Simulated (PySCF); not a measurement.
Compound: C2H5FSi.
Cartesian coordinates in Å at the PBE0-D3(BJ)/def2-SVP level; atoms count from 1:
```xyz
9
C2H5FSi angstrom
C     -1.4833   -0.4348   -0.1916
C     -0.3721    0.2852    0.0057
Si     1.3066   -0.5019    0.0917
F      2.2260    0.0050   -1.1544
H     -2.4779    0.0235   -0.2325
H     -1.4502   -1.5230   -0.3216
H     -0.4683    1.3724    0.1244
H      2.0326   -0.1184    1.3356
H      1.1568   -1.9812   -0.0104
```

A calculation gives these core lines: C 1s: 290.58 (area 1), 291.07 (area 1) eV; F 1s: 692.10 eV; Si 1s: 1847.82 eV; Si 2p3/2: 107.89 eV.

The calculation used delta-SCF UKS SCAN, pcX-2 on the ionised atom, pcseg-1 elsewhere, spin-free X2C (PySCF 2.14.0). The structure is a single PBE0-D3(BJ)/def2-SVP conformer in the gas phase; no vibrational or solvent corrections.

Question: Order the carbon atoms by C 1s binding energy.

Answer: 290.58 eV: C2 (alkene CH carbon); 291.07 eV: C1 (terminal =CH2 carbon). Lowest listed C 1s: C2, bonded to C (double bond), H and Si. Highest, 0.49 eV above it: C1, bonded to C (double bond) and 2 H. Summing the Pauling electronegativity differences to the bonded atoms, each weighted by its formal bond order, gives -1.00 for the lowest site and -0.70 for the highest.

Bonded neighbours of each site: C1: C (double bond) and 2 H; C2: C (double bond), H and Si; Si3: F, C and 2 H; F4: Si.

Question: What is the longest wavelength that can ionise Si 1s of Si3 vertically?

Answer: λ = hc/E = 12398.42 eV Å / 1847.82 eV = 6.710 Å.

The 2p values add to the ΔSCF energy of one spin-free hole a correction within the shell (spin–orbit coupling, ligand field). 2p1/2 minus 2p3/2 (ligand field included): Si 0.63 eV.
